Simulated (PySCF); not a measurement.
Unknowns

[PySCF: PBE0/pcSseg-1 with gauge-including orbitals; coordinates at the GFN2-xTB level; spin–spin couplings from B3LYP/pcJ-1; single conformer; averaged over atoms made equivalent by symmetry, fast rotation or ring inversion; no relativistic terms; in vacuum]

Referencing at the same level of theory: ¹H (31.72 ppm), ¹³C (186.93 ppm) vs TMS. Multiplet labels drop J under 1 Hz and among equivalent protons, and merge close values. Unscaled 3J(H,H) run several per cent high. Splittings of carbon signals by F and P are missing where no couplings were computed. Where no couplings were computed, multiplicities follow the n + 1 count of equivalent neighbours, and m marks all less simple cases (inequivalent or close neighbours, rings, F or P nearby). Vicinal couplings that depend on rotamer populations or ring flexing (ring, CH–CH, X–H and H–F types) are those of the one conformer. One-bond C–F couplings are unscaled and too large by tens of Hz. Shifts are as computed. Against solution values, carbons near 30 ppm lie about +3 ppm off and those near 130 ppm about +5 ppm. Of 1211 compounds with measured shifts, 218 miss one by over three times the rms of a fit or turn the order of signals round; such compounds aren't used in these exercises.

**Question.** C3H7FSi. ¹H NMR (500 MHz, computed): δ 5.30 (m, 1H), 3.45 (m, 1H), 1.01 (m, 1H), 0.98 (m, 1H), 0.15 (d, 3H). ¹³C{¹H} NMR (computed): δ 79.4 (CH), 7.6 (CH2), -8.0 (CH3). What is it?

**Answer.** `InChI=1S/C3H7FSi/c1-5-2-3(5)4/h3,5H,2H2,1H3/t3-,5+/m0/s1`. Rings plus π bonds: 1 (1 ring in the answer). 3 carbon signals for 3 carbons: no two carbons are equivalent. Carbon types of the structure: 1 × CH, 1 × CH2, 1 × CH3, leaving 1 H on heteroatoms. δC 79.4, 7.6: three-membered-ring carbon. δC -8.0: methyl carbon bonded to Si; an electropositive neighbour leaves it electron-rich and shielded. δH 5.30, 1.01, 0.98: hydrogen on a three-membered-ring carbon. δH 0.15: hydrogen on a methyl carbon bonded to Si; an electropositive neighbour shields it, as in TMS itself.

The shifts were computed for this structure.

**Question.** C3H3F3. ¹H NMR (400 MHz, computed): δ 6.77 (m, 1H), 5.38 (m, 2H). ¹³C{¹H} NMR (computed): δ 152.8 (ddd, J = 319.0, 14.9, 8.1 Hz), 142.8 (ddd, J = 326.5, 10.7, 8.5 Hz), 81.0 (ddd, J = 230.5, 36.4, 1.8 Hz). What is it?

**Answer.** `F/C=C(\F)CF`. The formula gives 1 degree of unsaturation (no ring in the answer). 3 carbon signals for 3 carbons: no two carbons are equivalent. Carbon types of the structure: 1 × C, 1 × CH, 1 × CH2, which accounts for all hydrogens. δC 152.8: fully substituted alkene carbon; an sp2 carbon of a C=C bond. δC 142.8: alkene CH; an sp2 carbon of a C=C bond. δC 81.0: allylic sp3 CH2 bonded to F; deshielded by the electronegative neighbour. δH 6.77: hydrogen on an alkene CH; attached to an sp2 carbon and in the plane of the double bond.

This is the structure that produced the data.
